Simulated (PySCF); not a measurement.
Compound: Si(vinyl)3(nBu), C10H18Si.
InChI=1S/C10H18Si/c1-5-9-10-11(6-2,7-3)8-4/h6-8H,2-5,9-10H2,1H3

The closed-shell ground state was solved at several levels (PySCF, density fitting, gas phase, non-relativistic). The structure is a single PBE0-D3(BJ)/def2-SVP conformer in the gas phase; no vibrational or solvent corrections.

| level | basis functions | total energy (Eh) | HOMO (eV) | LUMO (eV) | gap (eV) | dipole (D) |
| --- | --- | --- | --- | --- | --- | --- |
| B3LYP/def2-SVPD | 368 | -681.0221 | -7.29 | -0.53 | 6.76 | 0.08 |
| PBE0/pcSseg-1 | 284 | -680.6767 | -7.50 | -0.24 | 7.26 | 0.11 |

Problem. Estimate the row for B3LYP/pcSseg-1, a basis of 284 functions; the other rows only guide the guess.

Solution. Total energy -681.3273 Eh, HOMO -7.28 eV, LUMO -0.44 eV, gap 6.84 eV, dipole 0.07 D.

Problem. Over all these levels, which gives the widest orbital gap and which the narrowest?

Solution. PBE0/pcSseg-1 (global hybrid, 25 % exact exchange) has the widest, 7.26 eV, and B3LYP/def2-SVPD (global hybrid, 20 % exact exchange) the narrowest, 6.76 eV. Functional and basis both differ between the two, so the spread mixes both effects.

Problem. How far do the dipole and the HOMO energy spread over the levels?

Solution. The dipole runs from 0.07 to 0.11 D (mean 0.08 D) and the HOMO from -7.50 to -7.28 eV.
